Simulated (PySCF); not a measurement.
Isomers of C4H8F2Si, mass 122.036 u with the commonest isotopes. The calculation used PBE0-D3(BJ)/def2-SVP geometry optimisation, gas phase (PySCF). One conformer each, none proved a minimum here; rigid rotors.

**Question.** Order these by rotational constant C, smallest first.
A. `[F:1][CH:2]([F:3])[C@@H:4]1[CH2:5][CH2:6][SiH2:7]1` with F1–C2–C4–C5 176°, C2–C4–C5–C6 -149°, C4–C5–C6–Si7 23°, C5–C6–Si7–C4 -19°, C2–C4–Si7–C6 140°
B. `[CH3:1][C@@:2]1([CH:3]([F:4])[F:5])[CH2:6][SiH2:7]1` with C1–C2–C3–F4 58°
C. `[F:1][C@@H:2]1[CH2:3][SiH2:4][C@H:5]([F:6])[CH2:7]1` with F1–C2–C3–Si4 -160°, C2–C3–Si4–C5 13°, C3–Si4–C5–F6 135°, Si4–C5–C7–C2 -38°
D. `[F:1][C@@H:2]1[CH2:3][CH2:4][C@@H:5]([F:6])[SiH2:7]1` with F1–C2–C3–C4 -75°, C2–C3–C4–C5 -54°, C3–C4–C5–F6 -76°, C4–C5–Si7–C2 -14°
E. `[F:1][C@@H:2]1[CH2:3][CH2:4][SiH2:5][C@H:6]1[F:7]` with F1–C2–C3–C4 -64°, C2–C3–C4–Si5 -32°, C3–C4–Si5–C6 6°, C4–Si5–C6–F7 -94°
F. `[CH2:1]=[C:2]([SiH3:3])[CH2:4][CH:5]([F:6])[F:7]` with C1–C2–C4–C5 121°, C2–C4–C5–F6 62°
G. `[F:1][C@@H:2]1[CH2:3][SiH2:4][C@@H:5]([F:6])[CH2:7]1` with F1–C2–C3–Si4 -158°, C2–C3–Si4–C5 11°, C3–Si4–C5–F6 -98°, Si4–C5–C7–C2 -40°

**Answer.** F (1034 MHz), A (1108 MHz), C (1166 MHz), G (1306 MHz), D (1406 MHz), B (1452 MHz), E (1730 MHz).

**Question.** Order these by radius of gyration √(Σ m r²/M), largest first.
A. `[CH3:1][C@@:2]1([CH:3]([F:4])[F:5])[CH2:6][SiH2:7]1` with C1–C2–C3–F4 58°
B. `[F:1][C@@H:2]1[CH2:3][CH2:4][C@H:5]([F:6])[SiH2:7]1` with F1–C2–C3–C4 -72°, C2–C3–C4–C5 -53°, C3–C4–C5–F6 159°, C4–C5–Si7–C2 -9°
C. `[CH2:1]=[C:2]([SiH3:3])[CH2:4][CH:5]([F:6])[F:7]` with C1–C2–C4–C5 121°, C2–C4–C5–F6 62°
D. `[F:1][C@@H:2]1[CH2:3][CH2:4][C@@H:5]([F:6])[SiH2:7]1` with F1–C2–C3–C4 -75°, C2–C3–C4–C5 -54°, C3–C4–C5–F6 -76°, C4–C5–Si7–C2 -14°
E. `[F:1][C@@H:2]1[CH2:3][SiH2:4][C@H:5]([F:6])[CH2:7]1` with F1–C2–C3–Si4 -160°, C2–C3–Si4–C5 13°, C3–Si4–C5–F6 135°, Si4–C5–C7–C2 -38°
F. `[F:1][C@@H:2]1[CH2:3][CH2:4][SiH2:5][C@H:6]1[F:7]` with F1–C2–C3–C4 -64°, C2–C3–C4–Si5 -32°, C3–C4–Si5–C6 6°, C4–Si5–C6–F7 -94°
G. `[F:1][CH:2]([F:3])[C@@H:4]1[CH2:5][CH2:6][SiH2:7]1` with F1–C2–C4–C5 176°, C2–C4–C5–C6 -149°, C4–C5–C6–Si7 23°, C5–C6–Si7–C4 -19°, C2–C4–Si7–C6 140°

**Answer.** C (2.031 Å), G (1.961 Å), E (1.919 Å), A (1.844 Å), B (1.819 Å), D (1.799 Å), F (1.724 Å).

**Question.** Order these by out-of-plane moment Σ m c² = (Ia + Ib − Ic)/2, smallest first.
A. `[F:1][C@@H:2]1[CH2:3][CH2:4][C@H:5]([F:6])[SiH2:7]1` with F1–C2–C3–C4 -72°, C2–C3–C4–C5 -53°, C3–C4–C5–F6 159°, C4–C5–Si7–C2 -9°
B. `[CH3:1][C@@:2]1([CH:3]([F:4])[F:5])[CH2:6][SiH2:7]1` with C1–C2–C3–F4 58°
C. `[F:1][C@@H:2]1[CH2:3][SiH2:4][C@H:5]([F:6])[CH2:7]1` with F1–C2–C3–Si4 -160°, C2–C3–Si4–C5 13°, C3–Si4–C5–F6 135°, Si4–C5–C7–C2 -38°
D. `[F:1][C@@H:2]1[CH2:3][CH2:4][SiH2:5][C@H:6]1[F:7]` with F1–C2–C3–C4 -64°, C2–C3–C4–Si5 -32°, C3–C4–Si5–C6 6°, C4–Si5–C6–F7 -94°
E. `[F:1][C@@H:2]1[CH2:3][CH2:4][C@@H:5]([F:6])[SiH2:7]1` with F1–C2–C3–C4 -75°, C2–C3–C4–C5 -54°, C3–C4–C5–F6 -76°, C4–C5–Si7–C2 -14°
F. `[CH2:1]=[C:2]([SiH3:3])[CH2:4][CH:5]([F:6])[F:7]` with C1–C2–C4–C5 121°, C2–C4–C5–F6 62°
G. `[F:1][CH:2]([F:3])[C@@H:4]1[CH2:5][CH2:6][SiH2:7]1` with F1–C2–C4–C5 176°, C2–C4–C5–C6 -149°, C4–C5–C6–Si7 23°, C5–C6–Si7–C4 -19°, C2–C4–Si7–C6 140°
H. `[F:1][C@@H:2]1[CH2:3][SiH2:4][C@@H:5]([F:6])[CH2:7]1` with F1–C2–C3–Si4 -158°, C2–C3–Si4–C5 11°, C3–Si4–C5–F6 -98°, Si4–C5–C7–C2 -40°

**Answer.** G (13.46 u·Å²), F (14.89 u·Å²), C (15.85 u·Å²), H (30.87 u·Å²), E (35.73 u·Å²), A (49.89 u·Å²), B (66.97 u·Å²), D (70.78 u·Å²).

```tsv
SMILES	point group	Ia (u·Å²)	Ib (u·Å²)	Ic (u·Å²)	κ	μa (D)	μb (D)	μc (D)
C[C@@]1(C(F)F)C[SiH2]1	C1	153.01	329.00	348.08	-0.91	2.20	0.13	0.37
F[C@@H]1C[SiH2][C@@H](F)C1	C1	164.77	283.84	386.88	-0.46	0.76	0.97	1.04
FC(F)[C@@H]1CC[SiH2]1	C1	128.99	353.96	456.02	-0.77	2.25	0.46	0.43
C=C([SiH3])CC(F)F	C1	148.25	370.22	488.69	-0.72	0.83	1.85	0.47
F[C@@H]1CC[C@@H](F)[SiH2]1	C2	146.79	284.07	359.41	-0.63	0.01	0.24	0.02
F[C@@H]1C[SiH2][C@H](F)C1	C1	155.03	310.26	433.58	-0.56	0.08	1.18	1.02
F[C@@H]1CC[C@H](F)[SiH2]1	C1	160.29	293.58	354.10	-0.66	0.74	0.49	2.42
F[C@@H]1CC[SiH2][C@H]1F	C1	208.58	225.07	292.09	0.49	0.42	0.52	0.61
```
